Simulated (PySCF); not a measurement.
Isomers of C3H10O3Si, from PBE0-D3(BJ)/def2-SVP geometry optimisation, gas phase (PySCF 2.14.0). One conformer each, no zero-point energy, no frequencies.

Task: Which isomer lies lower at this level?
A. `[CH3:1][O:2][SiH:3]([O:4][CH3:5])[O:6][CH3:7]` with C1–O2–Si3–O4 166°, O2–Si3–O4–C5 48°, O2–Si3–O6–C7 168° (trimethoxysilane): A = 2077, B = 2062, C = 1105 MHz, dipole 0.61 D
B. `[CH3:1][O:2][SiH2:3][O:4][CH2:5][CH2:6][OH:7]` with C1–O2–Si3–O4 156°, O2–Si3–O4–C5 76°, Si3–O4–C5–C6 -66°, O4–C5–C6–O7 67°, C5–C6–O7–H -82°: A = 3296, B = 1542, C = 1150 MHz, dipole 1.45 D

Result: A. That is `CO[SiH](OC)OC` (trimethoxysilane), 22.1 kcal/mol below the other.

```tsv
SMILES	mapped SMILES	E (Eh)	relative (kcal/mol)	relative (kJ/mol)	dipole (D)
CO[SiH](OC)OC	[CH3:1][O:2][SiH:3]([O:4][CH3:5])[O:6][CH3:7]	-634.74324	0.0	0.0	0.61
CO[SiH2]OCCO	[CH3:1][O:2][SiH2:3][O:4][CH2:5][CH2:6][OH:7]	-634.70802	22.1	92.5	1.45
```

As drawn, the higher has an O–H bond, which the lower lacks.
